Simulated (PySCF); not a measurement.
Two-component Hartree-Fock for Xe³⁺ (xenon, charge +3)

Start: [Kr] 4d10 5s2 5p3; 5p1/2 filled at m_j = -1/2, +1/2; 5p3/2 filled at m_j = +3/2. Calculated with PySCF 2.14 in x2c-SVPall-2c (6s8p4d, 50 functions): generalised Hartree-Fock with the X2C-1e Hamiltonian and a Gaussian nucleus; one run each with spin-orbit coupling (SO) switched off, then screened by Boettger's factors.

```tsv
spinor shell	electrons	ε, spin-free (eV)	ε, screened SO (eV)	weight of nominal j (screened SO)	rms radius, screened SO (bohr)
1s1/2	2	-34756.7	-34752.6	1.000	0.0305
2s1/2	2	-5539.1	-5537.8	1.000	0.124
2p1/2	2	-4968.2	-5194.4	1.000	0.107
2p3/2	4	-4968.2	-4866.4	1.000	0.112
3s1/2	2	-1203.7	-1203.3	1.000	0.326
3p1/2	2	-1014.7	-1058.8	1.000	0.318
3p3/2	4	-1014.7	-994.56	1.000	0.330
3d3/2	4	-734.47	-742.10	1.000	0.303
3d5/2	6	-734.47	-728.93	1.000	0.305
4s1/2	2	-263.09	-262.92	1.000	0.761
4p1/2	2	-200.45	-209.27	0.999	0.798
4p3/2	4	-200.45	-196.29	0.999	0.822
4d3/2	4	-106.10	-107.27	0.973	0.944
4d5/2	6	-106.10	-105.12	0.982	0.945
5s1/2	2	-56.090	-56.040	1.000	1.88
5p1/2	2	-43.370	-43.749	0.695	2.13
5p3/2	1	-43.370	-42.596	1.000	2.18
```

```csv
quantity,spin-free,screened SO
E (hartree),-7439.32066,-7441.69341
M_J,3/2,3/2
⟨J²⟩,3.751,3.758
⟨L²⟩,0.000,0.218
⟨S²⟩,3.751,3.508
```

Each row is a mean over spinors that exchange with the open shell spreads, by up to 8.283 eV (5s1/2).

Rows whose weight is well below 1 are mixtures of j = l ± 1/2: exchange outweighs spin-orbit coupling there, and the label is only the starting occupation.

Breit and QED terms are absent; they matter most for the inner s and p1/2 levels.

Densities and radii are taken from the X2C orbitals without a picture-change correction, which distorts them close to the nucleus.

Without spin-orbit coupling the j labels of p, d and f shells carry no meaning; the spin-free column gives the mean over the occupied spinors of each nl shell.
